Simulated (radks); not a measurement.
A nucleus of charge 24.4 with 24 electrons, 24 electrons, occupied as [Ar] 3d5 4s1.

Method: Dirac Kohn-Sham, PBE, spin-unpolarised, spherical densities, finite nucleus; open shells are shared between the two j in proportion to 2j + 1; Fermi nuclear charge, rms radius 3.6452 fm; computed with a radial shooting solver on a logarithmic mesh with Libxc functionals.

Energy parts (eV):
total: -29737.256
kinetic: 30098.927
electron-nucleus: -70964.659
Hartree: 12486.402
exchange-correlation: -1357.926

Orbitals (lengths in bohr, moments of r in powers of bohr; r(max) is where P^2 peaks; r(90%) holds 90 % of the orbital's charge):
1s1/2: occ. 2; eigenvalue (eV) -6098.762; r(90%) 0.112; <1/r> 24.30; r(max) 0.04089
2s1/2: occ. 2; eigenvalue (eV) -699.7050; r(90%) 0.446; <1/r> 5.170; r(max) 0.2390
2p1/2: occ. 2; eigenvalue (eV) -596.6205; r(90%) 0.415; <1/r> 5.111; r(max) 0.1923
2p3/2: occ. 4; eigenvalue (eV) -587.2888; r(90%) 0.419; <1/r> 5.031; r(max) 0.1946
3s1/2: occ. 2; eigenvalue (eV) -81.2577; r(90%) 1.32; <1/r> 1.605; r(max) 0.7603
3p1/2: occ. 2; eigenvalue (eV) -52.3939; r(90%) 1.45; <1/r> 1.475; r(max) 0.7748
3p3/2: occ. 4; eigenvalue (eV) -51.2833; r(90%) 1.46; <1/r> 1.457; r(max) 0.7818
3d3/2: occ. 2; eigenvalue (eV) -7.0792; r(90%) 2.42; <1/r> 1.042; r(max) 0.8060
3d5/2: occ. 3; eigenvalue (eV) -6.9859; r(90%) 2.44; <1/r> 1.037; r(max) 0.8087
4s1/2: occ. 1; eigenvalue (eV) -6.7967; r(90%) 4.77; <1/r> 0.4120; r(max) 2.592

The highest occupied level is 4s1/2 at -6.797 eV. Summed over all electrons, <r^2> = 32.81 bohr^2, which gives a Langevin (diamagnetic) susceptibility term of -26 x 10^-6 cm^3/mol.
